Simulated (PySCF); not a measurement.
Work out the structure from these simulated measurements.

Elements present: C, H, O, P and Si. Monoisotopic mass: 132.0160 u.

* UV, strongest line: among the 8 lowest singlet transitions: S7 at 6.79 eV (182 nm, f = 0.165) [TDDFT B3LYP/def2-SVPD]
* Dipole: 2.18 D [B3LYP/def2-SVPD]
* UV, first state: lowest singlet excitation: 5.07 eV (245 nm, f = 0.014) [TDDFT B3LYP/def2-SVPD]
* Rotational structure: rotational constants A, B, C: 2.249, 1.489, 1.061 GHz [GFN2-xTB]
* Polarisability: 101.7 au [B3LYP/def2-SVPD]
* 13C NMR: chemical shifts (computed TMS as zero) by class: 147.5 (1 C), 144.1 (1 C), 68.7 (1 C), 28.0 (1 C) ppm [GIAO PBE0/pcSseg-1]
* NMR, other nuclei: isotropic shieldings of nuclei other than C and H, by class: 250 (1 O), 298 (1 Si), 601 (1 P) ppm [GIAO PBE0/pcSseg-1]
* 1H NMR: chemical shifts (computed TMS as zero) by class: 6.75 (1 H), 6.46 (1 H), 5.96 (1 H), 4.79 (1 H), 4.74 (1 H), 2.24 (1 H), 2.20 (1 H), 1.23 (2 H) ppm [GIAO PBE0/pcSseg-1]

Electronic properties: PySCF, gas phase, density fitting. Levels stand in brackets. The structure is a single GFN2-xTB conformer in the gas phase; no vibrational or solvent corrections. NMR classes are plain means over equivalent atoms (diastereotopic ones count apart unless rotation or inversion swaps them), as if these changed places fast.

**Question.** Which formula fits the mass and the elements?

**Answer.** C4H9OPSi (calculated 132.0160). No other formula that holds each of these elements comes within 0.0003 u with a fitting electron parity and a possible valence count.

**Question.** Give a SMILES that accounts for the data.

**Answer.** Numbering: `[CH2:1]=[CH:2][Si@:3]1([PH2:4])[CH2:5][CH2:6][O:7]1`. 4 carbons fall into 4 classes; from least to most shielded: alkene CH carbon [C2] (147.5 ppm), terminal =CH2 carbon [C1] (144.1 ppm), ring sp3 carbon bound to oxygen [C6] (68.7 ppm), ring sp3 carbon bound to silicon [C5] (28.0 ppm). Hydrogen classes from least to most shielded: 1 H on an alkene CH carbon, C2 (6.75 ppm), 1 H on a terminal =CH2 carbon, C1 (6.46 ppm), 1 H on a terminal =CH2 carbon, C1 (5.96 ppm), 1 H on an sp3 carbon bound to oxygen, C6 (4.79 ppm), 1 H on an sp3 carbon bound to oxygen, C6 (4.74 ppm), 1 H on an sp3 carbon bound to silicon, C5 (2.24 ppm), 1 H on an sp3 carbon bound to silicon, C5 (2.20 ppm), 2 H on a three-coordinate phosphorus, P4 (1.23 ppm). The other shieldings belong to: 250 ppm, silyl ether oxygen [O7]; 298 ppm, oxygen-bound silicon [Si3]; 601 ppm, three-coordinate phosphorus [P4]. S1 is mainly HOMO→LUMO (weight 0.95); the largest Löwdin shares of the orbital it empties are 0.46 on the three-coordinate phosphorus, 0.14 on the silyl ether oxygen, 0.12 on the oxygen-bound silicon and 0.07 on the sp3 carbon bound to silicon, of the orbital it fills 0.33 on the terminal =CH2 carbon, 0.26 on the alkene CH carbon, 0.14 on the oxygen-bound silicon and 0.04 on a vinylic hydrogen. The optimised geometry has point group C1 and is an asymmetric top. Structure: `C=C[Si@]1(P)CCO1`. Computed isomers that give other values at the same levels: `O=[P@@H]1C=C([SiH3])CC1` (13C chemical shifts (computed TMS as zero) by class: 166.7 (1 C), 149.7 (1 C), 35.3 (1 C), 32.2 (1 C) ppm); `C=CP([SiH3])C(C)=O` (13C chemical shifts (computed TMS as zero) by class: 223.8 (1 C), 139.7 (1 C), 134.3 (1 C), 35.0 (1 C) ppm); `O=[P@H]1CC=C([SiH3])C1` (13C chemical shifts (computed TMS as zero) by class: 146.7 (1 C), 139.3 (1 C), 37.3 (1 C), 36.1 (1 C) ppm). The assignments are read from this structure; whether some other isomer fits the data as well wasn't checked. The mirror image fits equally.

Shape of the structure used: `[CH2:1]=[CH:2][Si@:3]1([PH2:4])[CH2:5][CH2:6][O:7]1`: C1–C2–Si3–P4 0°, H–P4–Si3–C2 -160°, H–P4–Si3–C2 -67°.
